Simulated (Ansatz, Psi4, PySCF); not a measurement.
C2H8N (SMILES CC[NH3+]), charge +1, singlet, at a GFN2-xTB geometry. Base run: REVPBE/STO-3G (PySCF).

Geometry (Å):
```xyz
11

C      1.2424    -0.3975    -0.0032
C      0.1049     0.6022     0.0103
N     -1.2079    -0.1228    -0.0053
H      2.1897     0.1333     0.0082
H      1.2154    -1.0416     0.8721
H      1.2202    -1.0121    -0.8997
H      0.1484     1.2503    -0.8657
H      0.1435     1.2208     0.9077
H     -1.2742    -0.7384     0.8169
H     -1.2696    -0.7106    -0.8480
H     -2.0017     0.5299     0.0034
```
Charge +1, spin multiplicity 1.
All else is at PySCF's defaults.

The same geometry, method and basis name were run in Ansatz (a quantum-chemistry and plane-wave program) and Psi4 and PySCF, at each program's defaults and at the settings that a row names. The base is PySCF at its defaults. Differences at the defaults can come from grids, fitting, cores and function types together.

```csv
code and settings,ΔE vs base (µEh),basis functions,E (Eh),SCF cycles
"PySCF, defaults (exact integrals, its default grid, spherical functions)",0.0,23,-133.87936,8
"Psi4, defaults (density fitting with its default set, its default grid, spherical functions)",-1015,23,-133.88038,8
"Ansatz, defaults (factorised integrals, its default grid, spherical functions)",-8.3,23,-133.87937,-
"PySCF, density fitting with def2-universal-jkfit",-1001,23,-133.88036,8
"PySCF, fine grid",-7.2,23,-133.87937,8
"Psi4, exact integrals, spherical functions, fine grid",-7.3,23,-133.87937,9
"Ansatz, high accuracy",-7.2,23,-133.87937,-
```
